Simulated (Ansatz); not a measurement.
`C#[C][Ge]([F])([F])[Cl]` → Cl• + `C#[C][Ge]([F])[F]`•  (homolysis of the Cl–Ge bond)

Calculated with Ansatz (gas phase, PBE0-D4/def2-TZVP geometries, no zero-point term in ΔE). CCSD(T)/CBS adds triple-zeta CCSD(T) − MP2 to the extrapolated MP2 energy (def2 sets, frozen cores). This one scheme is used for every species, atoms too. DFT in def2-TZVPP. HSE06 is defined as in plane-wave codes. No spin–orbit coupling; open shells (•) take unrestricted orbitals. Spin–orbit coupling would lower the free atoms: a little for Cl. For Ge outer-core shells are correlated without core-valence functions, so the limit isn't a true one: a few kJ/mol of doubt a bond, and 10 to 20 or more in all where bonds break to atoms. Scalar relativity is left out up to krypton.

`C#[C][Ge]([F])([F])[Cl]`:

Cartesian coordinates in Å:
```
C -1.791 0.420 0.935
C -0.733 0.181 0.416
Ge 0.896 -0.194 -0.412
F 1.709 -1.448 0.418
F 1.934 1.161 -0.324
Cl 0.714 -0.753 -2.432
H -2.728 0.633 1.399
```

`C#[C][Ge]([F])[F]`•:

```xyz
6

C    -1.403    0.961    0.564
C    -0.421    0.331    0.261
Ge    1.219   -0.588    0.051
F     2.012    0.024   -1.357
F     0.878   -2.240   -0.321
H    -2.285    1.512    0.802
```

**Question.** What is ΔE at CCSD(T)/CBS? (An estimate is asked.)

**Answer.** Ansatz gave: +103.2 kcal/mol.

**Question.** What do these levels give: B97M-V, HSE06-D4, ωB97X-V, PBE-QIDH, PBE0, r2SCANh, BHLYP, CAM-B3LYP, LC-ωPBE, CCSD/def2-TZVPP, CCSD(T)/def2-TZVPP, MP2/CBS(def2)? (An estimate is asked.)

**Answer.** Ansatz gave: B97M-V 102.3, HSE06-D4 99.3, ωB97X-V 101.6, PBE-QIDH 102.1, PBE0 98.0, r2SCANh 98.2, BHLYP 93.7, CAM-B3LYP 95.5, LC-ωPBE 97.4, CCSD/def2-TZVPP 97.9, CCSD(T)/def2-TZVPP 100.1, MP2/CBS(def2) 108.1 kcal/mol.

Largest T1 diagnostic among the species: 0.015.

The D4 term adds +2.5 kcal/mol with B3LYP and +1.4 kcal/mol with PBE0; it sums over pairs of atoms, weighted by their polarisabilities, and B3LYP, whose exchange is more repulsive, gets the larger term. In def2-TZVPP, CCSD(T) changes the Hartree–Fock value by +24.3 kcal/mol (the triples alone add +2.2 kcal/mol) and MP2 by +29.1 kcal/mol; breaking electron pairs costs correlation energy, which Hartree–Fock lacks. Leaving LDA and LC-ωPBE aside and taking each functional with its dispersion term where it has one, the values, not all of them listed here, spread over 9.9 kcal/mol, from BLYP-D4 to B97M-V. LDA lies +15.5 kcal/mol from PBE without D4, its usual overbinding.

B3LYP here is the variant with VWN-RPA as its local correlation; programs differ in this.
